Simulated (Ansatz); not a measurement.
`N[SiH2][SiH2]F` + H₂Te → `N[SiH2][TeH]` + `F[SiH3]` at 700 K and 1 bar (cleavage of the Si–Si bond).

Gas-phase electronic energies from Ansatz, PBE0-D4/def2-TZVP geometries. CCSD(T)/CBS is the MP2 limit (def2-TZVPP, def2-QZVPP) plus CCSD(T) − MP2 in def2-TZVPP, frozen cores. This one scheme is used for every species. Elements past krypton have def2 core potentials. For Te outer-core shells are correlated without core-valence functions, which leaves a few kJ/mol of doubt a bond. One conformer a species, not always the lowest.

```
         species  CCSD(T)/CBS energy (Eh)  H − E (kJ/mol)  S (J/(mol·K))
`N[SiH2][SiH2]F`               -736.34029           244.5          469.5
            H₂Te               -268.91024            57.2          261.6
  `N[SiH2][TeH]`               -614.55865           196.4          427.7
       `F[SiH3]`               -390.72345           108.4          291.4
```

H − E and S are ideal-gas, rigid-rotor, harmonic terms from PBE0-D4/def2-TZVP, for one conformer and one mirror image of each species. 1 Eh = 2625.50 kJ/mol, R = 8.31446 J/(mol·K).

By hand: ΔE, ΔH, ΔS and ΔG.

ΔE = (-614.55865) + (-390.72345) − (-736.34029) − (-268.91024) = -0.03157 Eh = -82.9 kJ/mol. Δ(H − E) = 196.4 + 108.4 − 244.5 − 57.2 = 3.1, so ΔH = -79.8 kJ/mol. ΔS = 427.7 + 291.4 − 469.5 − 261.6 = -12.0 J/(mol·K). ΔG = -79.8 − 700 × (-12.0)/1000 = -71.4 kJ/mol.

By hand: the equilibrium constant, and the temperature at which ΔG would vanish if ΔH and ΔS stayed fixed.

log₁₀ K = −ΔG/(RT ln 10) = 5.3. ΔG = 0 at ΔH/ΔS = 6650 K, far beyond where these terms or the molecules hold.

The number of gas molecules stays the same, so ΔS is small and ΔH decides. A doubt of 5 kJ/mol in ΔE shifts log₁₀ K by 0.4 here. Other conformers and mirror images would add mixing entropy, several J/(mol·K) or more a flexible species. Modes under 60 cm⁻¹, often nearly free rotors, make the harmonic entropy too high. These are equilibria of isolated gas molecules and say nothing of rates. Largest T1 diagnostic: 0.011 (customary marks: 0.02 for closed shells, 0.045 for open ones).
